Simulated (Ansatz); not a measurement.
One geometry of FH$_{9}$O$_{12}$Si$_{3}$Sn, SMILES `O[Si](O)(O)[O][Sn]([F])([O][Si](O)(O)O)[O][Si](O)(O)O`, several functionals.

```yaml
crystal:
  periodic: [false, false, false]
  atoms:
    - {symbol: O, position_ang: [-0.447703, -1.912582, -2.270933]}
    - {symbol: Si, position_ang: [0.397685, -0.710917, -3.000165]}
    - {symbol: O, position_ang: [1.933241, -1.246225, -3.047234]}
    - {symbol: O, position_ang: [-0.160168, -0.409391, -4.492774]}
    - {symbol: O, position_ang: [0.225836, 0.661366, -2.132924]}
    - {symbol: Sn, position_ang: [0.783743, 1.145745, -0.356451]}
    - {symbol: F, position_ang: [2.377261, 2.137532, -0.606848]}
    - {symbol: O, position_ang: [-0.484194, 2.267013, 0.552658]}
    - {symbol: Si, position_ang: [-0.851954, 2.147069, 2.148572]}
    - {symbol: O, position_ang: [-1.774270, 3.404117, 2.579472]}
    - {symbol: O, position_ang: [0.493522, 2.128969, 3.067045]}
    - {symbol: O, position_ang: [-1.671783, 0.756266, 2.422634]}
    - {symbol: O, position_ang: [1.217743, -0.333436, 0.819293]}
    - {symbol: Si, position_ang: [0.096957, -1.516992, 1.025012]}
    - {symbol: O, position_ang: [-1.243044, -1.017838, 0.214880]}
    - {symbol: O, position_ang: [-0.198038, -1.755801, 2.596361]}
    - {symbol: O, position_ang: [0.588166, -2.906603, 0.320364]}
    - {symbol: H, position_ang: [0.070778, -2.615257, -1.861063]}
    - {symbol: H, position_ang: [2.553685, -0.801349, -3.625975]}
    - {symbol: H, position_ang: [-0.736433, 0.347270, -4.605600]}
    - {symbol: H, position_ang: [-1.400935, 4.283401, 2.511137]}
    - {symbol: H, position_ang: [1.048368, 1.346563, 3.045510]}
    - {symbol: H, position_ang: [-2.134756, 0.379593, 1.666072]}
    - {symbol: H, position_ang: [-1.307116, -1.353229, -0.696695]}
    - {symbol: H, position_ang: [-0.693520, -1.038108, 3.012466]}
    - {symbol: H, position_ang: [1.316941, -3.387184, 0.715217]}
basis:
  gaussian: {orbitals: def2-TZVPP}
hamiltonian: {xc: {name: r2SCANh}, dispersion: d4}
output: {orbitals: {seedname: orbitals}}
```

```sh
$ ansatz run in.yaml --threads 6 --pin off --events-out ev --progress --plain --max-ram 174080MiB --backend cuda --devices 0, --max-vram 75GiB
```

Shortened log:

```
Functional definition: r2SCANh
3766 factors; their error is unknown
mean field evaluation 1: about -56867.1034 eV, gradient 1.7e2 eV
mean field evaluation 2: about -56800.6796 eV, gradient 2.6e2 eV
mean field evaluation 4: about -56912.1228 eV, gradient 1.2e1 eV
mean field evaluation 8: about -56912.3695 eV, gradient 5.8e-1 eV
mean field evaluation 16: about -56912.4114 eV, gradient 9.6e-4 eV
mean field -56912.41139826 eV, -2091.4925422681 hartree, gradient 5.8e-5 eV, S^2 0.000000; 0 other end points of the search recorded, 0 dependent functions left out
reference -56912.41141802 eV, -2091.4925429941 hartree; 89, 89 occupied and 616, 616 virtual orbitals, 3766 factors
Total energy: -56912.73647288 eV, -2091.5044885401 hartree
```

Run time 5.5 s (6 threads of an AMD EPYC 7R13 on a shared host and a whole NVIDIA H100 80 GB); peak host memory 2.4 GiB.

Changing it to `hamiltonian: {xc: {name: B97M-V}}` (abridged; 7 s):

```
Functional definition: B97M-V
mean field evaluation 16: about -56912.6277 eV, gradient 1.6e-3 eV
mean field -56912.62772337 eV, -2091.5004920692 hartree, gradient 5.8e-5 eV, S^2 0.000000
Total energy: -56912.62783003 eV, -2091.5004959888 hartree
```

Changing it to `hamiltonian: {xc: pbe, dispersion: d4}` and forces (abridged; 7 s):

```
Functional definition: PBE
mean field evaluation 16: about -56885.6409 eV, gradient 9.0e-3 eV
mean field -56885.64086970 eV, -2090.5087434892 hartree, gradient 5.3e-5 eV, S^2 0.000000
Total energy: -56886.72439012 eV, -2090.5485621301 hartree
Atom 0 force    -0.521530    -0.139870     0.012001 eV/Å
Atom 1 force     0.062215     0.038398     0.074877 eV/Å
Atom 2 force     0.263713    -0.420335     0.214200 eV/Å
Atom 3 force     0.036874    -0.239848    -0.488388 eV/Å
Atom 4 force    -0.288412     0.378516    -0.349193 eV/Å
Atom 5 force    -0.119274    -0.135539     0.022464 eV/Å
Atom 6 force     0.613277     0.386687    -0.099319 eV/Å
Atom 7 force    -0.348678     0.506753    -0.298763 eV/Å
Atom 8 force     0.114364    -0.095476    -0.048518 eV/Å
Atom 9 force    -0.506728     0.046757     0.187124 eV/Å
Atom 10 force     0.202144     0.367810     0.384502 eV/Å
Atom 11 force    -0.140302    -0.268251     0.482980 eV/Å
Atom 12 force     0.618383    -0.095836     0.362167 eV/Å
Atom 13 force    -0.018010     0.076062    -0.022887 eV/Å
Atom 14 force    -0.494948     0.245064     0.161925 eV/Å
Atom 15 force     0.122803    -0.448976     0.394696 eV/Å
Atom 16 force    -0.156574    -0.293012    -0.395600 eV/Å
Atom 17 force     0.215156    -0.308863     0.202558 eV/Å
Atom 18 force     0.291296     0.200927    -0.255485 eV/Å
Atom 19 force    -0.266701     0.348196    -0.064885 eV/Å
Atom 20 force     0.162548     0.413477    -0.030600 eV/Å
Atom 21 force     0.254470    -0.355759    -0.018509 eV/Å
Atom 22 force    -0.194557    -0.185195    -0.342951 eV/Å
Atom 23 force    -0.017160    -0.134619    -0.436080 eV/Å
Atom 24 force    -0.221431     0.343682     0.185856 eV/Å
Atom 25 force     0.337060    -0.230750     0.165830 eV/Å
Dipole moment:     0.160217    -0.114974    -0.450683 e Å
```

With the line `hamiltonian: {xc: lda}` (abridged; 5.5 s):

```
Functional definition: SPW92
mean field evaluation 16: about -56632.3526 eV, gradient 1.4e-2 eV
mean field -56632.35259607 eV, -2081.2005711182 hartree, gradient 3.3e-5 eV, S^2 0.000000
Total energy: -56632.35266361 eV, -2081.2005736005 hartree
```

Changing it to `hamiltonian: {xc: {name: CAM-B3LYP}, dispersion: d4}` (abridged; 7.5 s):

```
Functional definition: CAM-B3LYP
mean field evaluation 16: about -56919.2757 eV, gradient 1.4e-4 eV
mean field -56919.27570652 eV, -2091.7448009438 hartree, gradient 7.6e-5 eV, S^2 0.000000
Total energy: -56920.26058435 eV, -2091.7809945364 hartree
```
